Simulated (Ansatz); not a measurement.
System: sum formula Si2N2H7, charge 0, multiplicity 2. It need not be the lowest isomer of its formula. 
Geometry from a B3LYP-D3(BJ)/def2-TZVP (Ansatz, a quantum-chemistry and plane-wave program) optimisation:
SMILES: N[SiH]N[SiH3]
```xyz
11

N     -2.1659     1.0068     0.4227
Si    -1.1850    -0.2385    -0.2396
N      0.3799    -0.0955     0.4920
Si     1.9556    -0.3290    -0.1924
H     -3.1705     0.9566     0.4327
H     -1.8183     1.9330     0.6225
H     -0.9117    -0.1613    -1.7105
H      0.3536    -0.0013     1.5003
H      2.8875     0.7042     0.3232
H      1.8353    -0.2127    -1.6607
H      2.5391    -1.6536     0.1380
```
Charge 0, spin multiplicity 2.

Basis-set convergence of Hartree-Fock and CCSD correlation energies (hartree) with Ansatz. Correlated levels leave the core frozen unless marked. UHF or UKS for open shells. No spin-orbit coupling. No relativistic terms.

| basis | functions | E(HF) | E(corr, CCSD) |
|---|---|---|---|
| aug-cc-pV(D+d)Z | 173 | -690.90424 | -0.61079 |
| aug-cc-pV(T+d)Z | 363 | (withheld) | (withheld) |

Complete the blanks.


- aug-cc-pV(T+d)Z, E(HF): -690.96611
- aug-cc-pV(T+d)Z, E(corr, CCSD): -0.71471
